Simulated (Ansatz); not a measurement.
```yaml
crystal:
  periodic: [false, false, false]
  atoms:
    - {symbol: O, position_ang: [0.693780, 1.479876, -0.436651]}
    - {symbol: C, position_ang: [-0.113673, 0.580870, 0.300101]}
    - {symbol: Ga, position_ang: [0.086559, -1.232984, -0.448064]}
    - {symbol: Br, position_ang: [-1.181775, -2.808149, 0.664289]}
    - {symbol: H, position_ang: [0.592993, 2.361684, -0.068656]}
    - {symbol: H, position_ang: [-1.179828, 0.845259, 0.262513]}
    - {symbol: H, position_ang: [0.164094, 0.539831, 1.362717]}
    - {symbol: H, position_ang: [0.937839, -1.766388, -1.636229]}
basis:
  gaussian: {orbitals: def2-TZVPPP}
hamiltonian: {xc: {name: r2SCANh}}
```

```sh
$ ansatz run in.yaml --threads 4 --pin off --events-out ev --progress --plain --max-ram 10444MiB
```

(1) How does Ansatz answer? (Best estimate.)

Answers

(1) The calculation gave: The input was rejected before any iteration.
```
Error: <dir> can't be read: No such file or directory (os error 2)
```
